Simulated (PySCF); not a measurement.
## Sb₂⁻ at PBE0

Level: PBE0. basis Sb aug-cc-pVDZ-PP with ECP28; scalar-relativistic core potentials; PySCF 2.14.

For Sb₂⁻, the state is quartet, unpaired electrons π ↑↑↑, a second solution, started from another occupation, the bond length is 2.799 Å and the harmonic wavenumber is 190 cm⁻¹. The force constant is 1.29 mdyn/Å. The rotational constant Be is 0.03559 cm⁻¹ and the anharmonicity ωexe is 0.354 cm⁻¹. The vibration–rotation constant αe is 9.11e-05 cm⁻¹ and the bond order (Mayer) is 1.40.

These are scalar-relativistic numbers at best; spin–orbit coupling would shift them, the dissociation energy most.
